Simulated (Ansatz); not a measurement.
Geometry optimisation, Ansatz, RHF/STO-3G.

Input:

```yaml
crystal:
  periodic: [false, false, false]
  atoms:
    - { symbol: "N", position_ang: [-0.4181, -2.4738, -0.5434] }
    - { symbol: Si, position_ang: [0.9097, -1.4769, -0.3109] }
    - { symbol: C, position_ang: [0.5765, 0.287, -0.8943] }
    - { symbol: C, position_ang: [-0.5057, 1.0613, -0.2789] }
    - { symbol: Si, position_ang: [-0.421, 1.6322, 1.4819] }
    - { symbol: H, position_ang: [-0.7479, -2.3869, -1.5328] }
    - { symbol: H, position_ang: [-1.2228, -2.072, -0.0097] }
    - { symbol: H, position_ang: [2.0446, -2.0631, -1.1031] }
    - { symbol: H, position_ang: [1.2206, -1.4912, 1.1761] }
    - { symbol: H, position_ang: [1.5346, 0.8609, -0.708] }
    - { symbol: H, position_ang: [0.4438, 0.2397, -1.9449] }
    - { symbol: H, position_ang: [-0.7184, 1.9574, -0.8681] }
    - { symbol: H, position_ang: [-1.5461, 0.4833, -0.3824] }
    - { symbol: H, position_ang: [-0.4076, 0.4851, 2.4327] }
    - { symbol: H, position_ang: [0.8204, 2.417, 1.6603] }
    - { symbol: H, position_ang: [-1.5856, 2.5173, 1.8697] }
basis:
  gaussian: { orbitals: STO-3G }
hamiltonian:
  xc: hf
relax:
  f_tol: 0.02
  max_steps: 40
scf:
  lower_state_search: "off"
```

Command:

```bash
$ ansatz run input.yaml --threads 1 --pin off --max-ram 2048MiB --backend cpu --events-out ev --progress --plain --runs-dir out
```

Q: Where does it end, and by what steps?

A: The run converged. The force dipped under the threshold on the way, but the program's further checks kept it going. Limits of this set-up: minimal basis. After 10 steps the energy has fallen by 1.152 eV; H15 moved furthest, 0.20 Å.

| step | energy less start (eV) | largest force component (eV/Å) | accepted |
| --- | --- | --- | --- |
| 0 | 0.0000 | 7.244 | yes |
| 1 | -1.0844 | 1.105 | yes |
| 2 | -1.1422 | 0.222 | yes |
| 3 | -1.1506 | 0.078 | yes |
| 4 | -1.1512 | 0.070 | yes |
| 5 | -1.1513 | 0.081 | yes |
| 6 | -1.1518 | 0.039 | yes |
| 7 | -1.1521 | 0.020 | yes |
| 8 | -1.1522 | 0.022 | yes |
| 9 | -1.1524 | 0.018 | yes |
| 10 | -1.1525 | 0.014 | yes |

```xyz
16
Properties=species:S:1:pos:R:3
N -0.475 -2.435 -0.463
Si 0.928 -1.409 -0.301
C 0.650 0.344 -0.908
C -0.568 1.095 -0.311
Si -0.431 1.574 1.494
H -0.827 -2.518 -1.420
H -1.272 -2.150 0.112
H 1.978 -1.981 -1.074
H 1.293 -1.391 1.074
H 1.552 0.920 -0.723
H 0.536 0.315 -1.988
H -0.724 2.003 -0.887
H -1.465 0.499 -0.455
H -0.516 0.425 2.328
H 0.810 2.227 1.736
H -1.493 2.459 1.830
```

Whether the end is a true minimum wasn't checked by a vibrational analysis.

The run took 26 s on 1 thread of Arm Neoverse N1, on a shared host, peak memory 0.11 GiB.
